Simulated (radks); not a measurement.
Successive ionisation energies (eV) of one element, from differences of total energies of ions in their ground configurations, starting at charge 0: 12.665, 21.234, 30.118, 43.863, 54.485, 65.122, 91.694, 106.09, 180.67. Calculated with a radial shooting solver on a logarithmic mesh with Libxc functionals: scalar-relativistic Kohn-Sham, r2SCAN, spin-polarised, spherical densities, finite nucleus; open shells are filled with parallel spins first (spin-orbit coupling, left out, can overturn this in heavy ions); meta-GGA in the generalised Kohn-Sham scheme; Fermi nuclear charge, rms radius 4.7859 fm. Which element is it?

Answer. Xenon (Z = 54). The first species listed is Xe in [Xe], the last Xe8+ in [Kr] 4d10.
